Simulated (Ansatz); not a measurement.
# Energy profile

The step: SiCl₃F ([F][Si]([Cl])([Cl])[Cl]) + H₂ → SiHCl₃ ([Cl][SiH]([Cl])[Cl]) + HF; bonds formed: Si1–H7, F2–H6; bonds broken: Si1–F2, H6–H7 (atoms numbered as in the saddle structure below).

```tsv
atom	x (Å)	y (Å)	z (Å)
Si1	-0.2483	-0.2265	-0.0605
F2	0.1675	1.3294	0.9272
Cl3	0.1393	-1.7654	-1.3919
Cl4	-0.6300	-1.2434	1.6495
Cl5	-1.7904	0.7262	-0.9649
H6	1.0544	0.9440	0.2432
H7	1.3075	0.2356	-0.4028
```

Electronic energies by CCSD(T) at an estimated basis limit (MP2 extrapolated from triple and quadruple zeta, plus CCSD(T) − MP2 in triple zeta), on PBE0-D4/def2-TZVP structures; SiH2Cl3F, singlet; no counterpoise correction. Computed with Ansatz 0.2.0 (basis: def2-TZVPP and def2-QZVPP); correlated methods freeze the cores. Extrapolation: Hartree–Fock as exp(−7.88 √X), correlation as X^−2.97.

Task: Give the profile in kJ/mol, counted from the separated reactants. (An estimate is asked for; the value comes from the calculation.)

Result: The calculation gives:
```csv
point,kJ/mol
"separated: SiCl3F (linked as [F][Si]([Cl])([Cl])[Cl]; Si1, F2, Cl3, Cl4, Cl5; singlet) + H2 (H6, H7; singlet)",0.0
start structure,-1.5
saddle,273.0
end structure,107.4
"separated: SiHCl3 (linked as [Cl][SiH]([Cl])[Cl]; Si1, Cl3, Cl4, Cl5, H7; singlet) + HF (F2, H6; singlet)",116.7
```

No T1 diagnostic of these runs exceeds 0.011.

For scale, one of the runs: CCSD(T)/def2-TZVPP, 227 basis functions, launched by `ansatz run in.yaml --threads 4 --pin off --events-out ev --progress --plain --max-ram 9574MiB`. The run took 81 s on 4 CPU threads of a Oxide Virtual Turin-like (shared host), with 3.5 GiB of host memory at its peak.
